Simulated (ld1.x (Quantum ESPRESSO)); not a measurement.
Before and after: ultrasoft potential for Tl (Z = 81)

```
Element                 : thallium (Tl)
Generator               : ld1.x (Quantum ESPRESSO) 7.5
Type                    : ultrasoft
Functional              : PBEsol
Relativity              : scalar-relativistic
Frozen core             : [Xe] 4f14
Valence charge          : 13
Reference configuration : 5d10 6s2 6p0 (charge +1)
Partial waves           : 6s (bound): rcut 2.05, rcutus 2.15 bohr; 6s channel at 0.7 Ry: rcut 2.05, rcutus 2.15 bohr; 6p (bound, empty): rcut 2.05, rcutus 2.40 bohr; 6p channel at 1.45 Ry: rcut 2.05, rcutus 2.40 bohr; 5d (bound): rcut 1.00, rcutus 1.15 bohr; 5d channel at -1.3 Ry: rcut 1.00, rcutus 1.15 bohr
Local potential         : all-electron potential smoothed inside 1.10 bohr (lloc = -2)
Core correction         : Bessel-smoothed model core inside 1.05 bohr
Augmentation charge     : PSQ, inside the norm-conserving radii
```

Change: waves 6p (bound): rcut 2.05, rcutus 3.32 bohr; 6p channel at 1.45 Ry: rcut 2.05, rcutus 3.32 bohr.

Cutoffs: the cutoffs (Ry, on a coarse ladder) from which the occupation-weighted sum of valence levels, in a spherical-Bessel basis at the reference potential, stays within 10 and 1 mRy of its value at 400 Ry; they do not see the model core or the augmentation charge, which bear on the density cutoff. Errors are all-electron minus pseudo energies relative to the spin-unpolarised reference configuration.

Task: Predict the effect on cutoff, ghosts and configuration errors.

Result: The potential gets neither clearly harder nor softer (80 Ry and 160 Ry → 80 Ry and 160 Ry); both files keep a bound ghost (p, s); of the 7 tests that both files solve, the error grows in 2 and shrinks in 3 by more than 15 % and 0.3 meV (median size 7.1 → 4.2 meV).

```csv
quantity,base,changed
"cutoff, loose",80 Ry,80 Ry
"cutoff, tight",160 Ry,160 Ry
bound ghosts,"s, p","p, s"
"error for 5d10 6s2 6p1, meV [ΔE -5.15 eV]",+1.8,+2.3
"error for 5d10 6s1 6p0, meV [ΔE 20.84 eV]",-11,-11
"error for 5d10 6s0 6p0, meV [ΔE 51.01 eV]",-39,-39
"error for 5d10 6s2 6p1.3, meV [ΔE -5.64 eV]",+1.8,+2.7
"error for 5d10 6s0 6p3, meV [ΔE 10.15 eV]",-28,-11
"error for 5d10 6s1 6p1, meV [ΔE 8.36 eV]",-6.7,-4.2
"error for 5d10 6s1 6p2, meV [ΔE 2.30 eV]",-7.1,-2.1
lowest overlap eigenvalue by channel,"s 0.31, p 0.40, d 0.79","s 0.31, p 0.10, d 0.79"
```

 A true bound ghost makes a file unfit for plane-wave use even where its test errors are small: the radial tests pick states by their node count and pass the ghost by.
